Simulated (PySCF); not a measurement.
P2, triplet, geometry from GFN2-xTB (a higher spin typed on purpose: for a closed-shell molecule this is an excited state), atoms displaced at random by about 0.08 Å a coordinate; PBE/cc-pVDZ, gradient (PySCF).

The PySCF input:
```python
from pyscf import gto, scf, dft

mol = gto.Mole()
mol.atom = '''
    P     0.00941957    0.10883688   -1.01874974
    P    -0.05984500   -0.06232974    1.17180061
'''
mol.basis = 'cc-pvdz'
mol.spin = 2
mol.verbose = 4
mol.build()

mf = dft.UKS(mol)
mf.xc = 'pbe'
mf.grids.level = 1
mf.kernel()
g = mf.nuc_grad_method()
g.grid_response = False
grad = g.kernel()
```

Question: Predict the main parts of the log of this PySCF run.

Answer: 
```
PySCF version 2.14.0

[INPUT] verbose = 4
[INPUT] num. atoms = 2
[INPUT] num. electrons = 30
[INPUT] charge = 0
[INPUT] spin (= nelec alpha-beta = 2S) = 2
[INPUT] symmetry False subgroup None
[INPUT] Mole.unit = angstrom
[INPUT] Symbol           X                Y                Z      unit          X                Y                Z       unit  Magmom
[INPUT]  1 P      0.009419570000   0.108836880000  -1.018749740000 AA    0.017800407511   0.205671895452  -1.925157998072 Bohr   0.0
[INPUT]  2 P     -0.059845000000  -0.062329740000   1.171800610000 AA   -0.113090659925  -0.117786138015   2.214382225498 Bohr   0.0

nuclear repulsion = 54.1617810814411
number of shells = 10
number of NR pGTOs = 82
number of NR cGTOs = 36
basis = cc-pvdz
ecp = {}

******** <class 'pyscf.dft.uks.UKS'> ********
method = UKS
initial guess = minao
damping factor = 0
level_shift factor = 0
DIIS = <class 'pyscf.scf.diis.CDIIS'>
diis_start_cycle = 1
diis_space = 8
diis_damp = 0
SCF conv_tol = 1e-09
SCF conv_tol_grad = None
SCF max_cycles = 50
direct_scf = True
direct_scf_tol = 1e-13
number electrons alpha = 16  beta = 14
XC library pyscf.dft.libxc version 7.1.2
    S. Lehtola, C. Steigemann, M. J. T. Oliveira, and M. A. L. Marques,  SoftwareX 7, 1–5 (2018)
XC functionals = pbe
    J. P. Perdew, K. Burke, and M. Ernzerhof,  Phys. Rev. Lett. 77, 3865 (1996)
    J. P. Perdew, K. Burke, and M. Ernzerhof,  Phys. Rev. Lett. 78, 1396 (1997)
    J. P. Perdew, K. Burke, and M. Ernzerhof,  Phys. Rev. Lett. 77, 3865 (1996)
    J. P. Perdew, K. Burke, and M. Ernzerhof,  Phys. Rev. Lett. 78, 1396 (1997)
radial grids:
    Treutler-Ahlrichs [JCP 102, 346 (1995); DOI:10.1063/1.469408] (M4) radial grids

becke partition: Becke, JCP 88, 2547 (1988); DOI:10.1063/1.454033
pruning grids: <function nwchem_prune>
grids dens level: 1
symmetrized grids: False
atomic radii adjust function: <function treutler_atomic_radii_adjust>
small_rho_cutoff = 0
Set gradient conv threshold to 3.16228e-05
tot grids = 12824
init E= -682.269714558409

cycle= 1 E= -682.266123862192  delta_E= 0.00359  |g|= 0.0544  |ddm|= 1.12

cycle= 2 E= -682.263335694162  delta_E= 0.00279  |g|= 0.0711  |ddm|= 1.31

cycle= 3 E= -682.26863622678  delta_E= -0.0053  |g|= 0.0395  |ddm|= 0.156

cycle= 4 E= -682.278460445282  delta_E= -0.00982  |g|= 0.044  |ddm|= 1.15

cycle= 5 E= -682.290575526486  delta_E= -0.0121  |g|= 0.025  |ddm|= 0.395

cycle= 6 E= -682.26846579972  delta_E= 0.0221  |g|= 0.0457  |ddm|= 0.628

cycle= 7 E= -682.268076183966  delta_E= 0.00039  |g|= 0.0405  |ddm|= 0.204

cycle= 8 E= -682.26694681197  delta_E= 0.00113  |g|= 0.0489  |ddm|= 1.28

cycle= 9 E= -682.2674831941  delta_E= -0.000536  |g|= 0.0472  |ddm|= 0.0226

cycle= 10 E= -682.267750281844  delta_E= -0.000267  |g|= 0.0445  |ddm|= 0.00765

cycle= 11 E= -682.275005480138  delta_E= -0.00726  |g|= 0.0382  |ddm|= 0.933

cycle= 12 E= -682.289499573894  delta_E= -0.0145  |g|= 0.0347  |ddm|= 0.872

cycle= 13 E= -682.290520109249  delta_E= -0.00102  |g|= 0.0304  |ddm|= 1.15

cycle= 14 E= -682.28973819671  delta_E= 0.000782  |g|= 0.0331  |ddm|= 0.324

cycle= 15 E= -682.290260556415  delta_E= -0.000522  |g|= 0.0308  |ddm|= 0.72

cycle= 16 E= -682.277663586892  delta_E= 0.0126  |g|= 0.0395  |ddm|= 0.62

cycle= 17 E= -682.2803892623  delta_E= -0.00273  |g|= 0.0392  |ddm|= 0.0816

cycle= 18 E= -682.267332923241  delta_E= 0.0131  |g|= 0.0387  |ddm|= 1.17

cycle= 19 E= -682.267104784423  delta_E= 0.000228  |g|= 0.037  |ddm|= 0.259

cycle= 20 E= -682.271641760655  delta_E= -0.00454  |g|= 0.0396  |ddm|= 0.335

cycle= 21 E= -682.290686490379  delta_E= -0.019  |g|= 0.0289  |ddm|= 1.06

cycle= 22 E= -682.282703409909  delta_E= 0.00798  |g|= 0.0383  |ddm|= 0.674

cycle= 23 E= -682.286762169087  delta_E= -0.00406  |g|= 0.036  |ddm|= 0.215

cycle= 24 E= -682.288384769631  delta_E= -0.00162  |g|= 0.0342  |ddm|= 0.0765

cycle= 25 E= -682.28908961656  delta_E= -0.000705  |g|= 0.0347  |ddm|= 0.299

cycle= 26 E= -682.275597351579  delta_E= 0.0135  |g|= 0.0406  |ddm|= 0.442

cycle= 27 E= -682.270391576153  delta_E= 0.00521  |g|= 0.0428  |ddm|= 0.156

cycle= 28 E= -682.270806471526  delta_E= -0.000415  |g|= 0.0405  |ddm|= 0.0184

cycle= 29 E= -682.271365453007  delta_E= -0.000559  |g|= 0.0531  |ddm|= 0.0701

cycle= 30 E= -682.278115201122  delta_E= -0.00675  |g|= 0.0539  |ddm|= 1.29

cycle= 31 E= -682.279047841135  delta_E= -0.000933  |g|= 0.0444  |ddm|= 0.113

cycle= 32 E= -682.273476227484  delta_E= 0.00557  |g|= 0.0499  |ddm|= 0.285

cycle= 33 E= -682.267506271973  delta_E= 0.00597  |g|= 0.0529  |ddm|= 0.215

cycle= 34 E= -682.266943481401  delta_E= 0.000563  |g|= 0.0501  |ddm|= 0.0885

cycle= 35 E= -682.2800006313  delta_E= -0.0131  |g|= 0.0404  |ddm|= 0.682

cycle= 36 E= -682.288251850133  delta_E= -0.00825  |g|= 0.0312  |ddm|= 0.286

cycle= 37 E= -682.277012394128  delta_E= 0.0112  |g|= 0.0408  |ddm|= 0.732

cycle= 38 E= -682.285209990975  delta_E= -0.0082  |g|= 0.0367  |ddm|= 0.289

cycle= 39 E= -682.267700221689  delta_E= 0.0175  |g|= 0.0454  |ddm|= 0.488

cycle= 40 E= -682.278252414245  delta_E= -0.0106  |g|= 0.0447  |ddm|= 1.25

cycle= 41 E= -682.289308488634  delta_E= -0.0111  |g|= 0.0333  |ddm|= 0.588

cycle= 42 E= -682.290177660886  delta_E= -0.000869  |g|= 0.0317  |ddm|= 0.113

cycle= 43 E= -682.289282073696  delta_E= 0.000896  |g|= 0.0332  |ddm|= 0.0823

cycle= 44 E= -682.288829976625  delta_E= 0.000452  |g|= 0.031  |ddm|= 0.118

cycle= 45 E= -682.29073644244  delta_E= -0.00191  |g|= 0.0256  |ddm|= 0.558

cycle= 46 E= -682.291419861702  delta_E= -0.000683  |g|= 0.0207  |ddm|= 0.117

cycle= 47 E= -682.291855886967  delta_E= -0.000436  |g|= 0.00694  |ddm|= 0.0582

cycle= 48 E= -682.291954318225  delta_E= -9.84e-05  |g|= 0.00266  |ddm|= 0.02

cycle= 49 E= -682.291976973762  delta_E= -2.27e-05  |g|= 0.000649  |ddm|= 0.023

cycle= 50 E= -682.291977579979  delta_E= -6.06e-07  |g|= 0.00011  |ddm|= 0.00162
SCF not converged.
SCF energy = -682.291977579979 after 50 cycles  <S^2> = 2.0059797  2S+1 = 3.0039838

WARN: Ground state UKS not converged

******** <class 'pyscf.grad.uks.Gradients'> for <class 'pyscf.dft.uks.UKS'> ********
unit = Eh/Bohr
grid_response = False
--------------- UKS gradients ---------------
         x                y                z
0 P     0.0007731264     0.0020539152    -0.0268137364
1 P    -0.0007731263    -0.0020539149     0.0268137368
----------------------------------------------
```

The run did not converge; its last values are not results.
